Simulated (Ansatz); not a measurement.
Reaction (ligand exchange at a B–S bond): `CB(O)SCO` + CH₃OH → `COB(C)O` + `OCS`

Computed with Ansatz on PBE0-D4/def2-TZVP structures; ΔE is electronic, products minus reactants. CCSD(T)/CBS is the MP2 limit (def2-TZVPP, def2-QZVPP) plus CCSD(T) − MP2 in def2-TZVPP, frozen cores. This one scheme is used for every species. One conformer a species, not always the lowest.

| species | CCSD(T)/CBS(def2) energy (Eh) |
| --- | --- |
| `CB(O)SCO` | -653.32157 |
| CH₃OH | -115.61712 |
| `COB(C)O` | -255.57080 |
| `OCS` | -513.38917 |

Task: Work out ΔE.

Result: ΔE = (-255.57080) + (-513.38917) − (-653.32157) − (-115.61712) = -0.02128 Eh = -55.9 kJ/mol.

Largest T1 diagnostic among the species: 0.012.

The D4 term adds +5.3 kJ/mol with B3LYP and +3.0 kJ/mol with PBE0; it sums over pairs of atoms, weighted by their polarisabilities, and B3LYP, whose exchange is more repulsive, gets the larger term. In def2-TZVPP, CCSD(T) changes the Hartree–Fock value by +19.9 kJ/mol (the triples alone add +4.7 kJ/mol) and MP2 by +24.5 kJ/mol. From PBE to PBE0 (25 % exact exchange), in def2-TZVPP and without D4, ΔE moves by −4.6 kJ/mol.

B3LYP here is the variant with VWN-RPA as its local correlation; programs differ in this.
